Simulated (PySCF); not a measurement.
# Relaxation of singlet ISe₃⁺

Method: PBE0 in PySCF with I def2-SVP with ECP28, Se def2-SVP; scalar-relativistic core potentials, no spin–orbit coupling; density-fitted integrals. A (50,194) grid was used.

A hand-made trigonal pyramidal start, of C3v symmetry, held to at least that symmetry:

```xyz
4
charge 1 multiplicity 1, angstrom
I     0.0000    0.0000   -0.7100
Se    2.0421    0.0000    0.3758
Se   -1.0210    1.7685    0.3758
Se   -1.0210   -1.7685    0.3758
```

Optimiser trace:
```json
{"step": "0", "E − E(last) (kJ/mol)": "47.45", "largest gradient (Eh/bohr)": "0.07120"}
{"step": "1", "E − E(last) (kJ/mol)": "3.15", "largest gradient (Eh/bohr)": "0.00953"}
{"step": "2", "E − E(last) (kJ/mol)": "1.01", "largest gradient (Eh/bohr)": "0.00368"}
{"step": "3", "E − E(last) (kJ/mol)": "0.31", "largest gradient (Eh/bohr)": "0.00222"}
{"step": "4", "E − E(last) (kJ/mol)": "0.10", "largest gradient (Eh/bohr)": "0.00225"}
{"step": "5", "E − E(last) (kJ/mol)": "0.01", "largest gradient (Eh/bohr)": "0.00100"}
{"step": "6", "E − E(last) (kJ/mol)": "0.00", "largest gradient (Eh/bohr)": "0.00017"}
{"step": "7", "E − E(last) (kJ/mol)": "0.00", "largest gradient (Eh/bohr)": "0.00001"}
```

It ends at C3v with I–Se 2.453 Å (×3); Se–I–Se 99.2° (×3) (after a last refinement on a finer grid). A frequency run shows 2 imaginary modes (one degenerate set), down to 92i cm⁻¹, so it is a higher-order saddle point. Other isomers or separated fragments may lie lower.

Final geometry:
```xyz
4
charge 1 multiplicity 1, angstrom
I     0.0000    0.0000   -0.7640
Se    2.1568    0.0000    0.4039
Se   -1.0784    1.8679    0.4039
Se   -1.0784   -1.8678    0.4039
```
